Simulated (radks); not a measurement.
Q: All-electron atom: V II in [Ar] 3d3.5 4p0.5 (fractional occupations, a model configuration). Method: non-relativistic Kohn-Sham, r2SCAN, spin-polarised, spherical densities, point nucleus; open shells are filled with parallel spins first; meta-GGA in the generalised Kohn-Sham scheme; computed with a radial shooting solver on a logarithmic mesh with Libxc functionals. Some entries of the table are withheld. Estimate them.

| orbital | occ. | eigenvalue (eV) | <r^2> (bohr^2) | r(max) (bohr) |
|---|---|---|---|---|
| 1s down | 1 | -5351.560 | 0.006035 | 0.04411 |
| 1s up | 1 | -5351.536 | 0.006035 | 0.04411 |
| 2s up | 1 | -608.0226 | 0.1139 | 0.2578 |
| 2s down | 1 | -606.5841 | 0.1134 | 0.2576 |
| 2p up | 3 | (1) | 0.09321 | 0.2092 |
| 2p down | 3 | (2) | 0.09274 | 0.2090 |
| 3s up | 1 | -78.5601 | 1.064 | 0.8273 |
| 3s down | 1 | -74.4554 | 1.070 | 0.8278 |
| 3p up | 3 | -52.3023 | 1.242 | 0.8511 |
| 3p down | 3 | -48.1615 | 1.247 | 0.8522 |
| 3d up | 3.5 | -12.3700 | 2.617 | 0.9039 |
| 3d down | 0 | -8.0394 | 2.883 | 0.9099 |
| 4p up | 0.5 | -6.7496 | 17.38 | 3.303 |

A: 
(1) 2p up eigenvalue (eV): -512.2253
(2) 2p down eigenvalue (eV): -511.1285
